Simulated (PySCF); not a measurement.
Job for PySCF: R-HF/STO-3G on H2O (SMILES O).

```python
from pyscf import gto, scf, dft, mp
from pyscf.data.elements import chemcore

mol = gto.M(
    atom='''
    O     0.15116475    0.71027261   -0.13049501
    H    -0.59643395    1.24287181    0.16187523
    H    -0.19445424   -0.18669748   -0.19489409
    ''',
    basis='sto-3g',
    charge=0, spin=0, verbose=3, max_memory=1800)
mf = scf.RHF(mol)
mf.conv_tol = 1e-8
mf.max_cycle = 100
mf.kernel()
if not mf.converged:
    mf = mf.newton().run(mf.mo_coeff, mf.mo_occ)
```

Output:

```
converged SCF energy = -74.9636026930589
```

The run converged.

Cost: roughly 0.05 core-seconds.
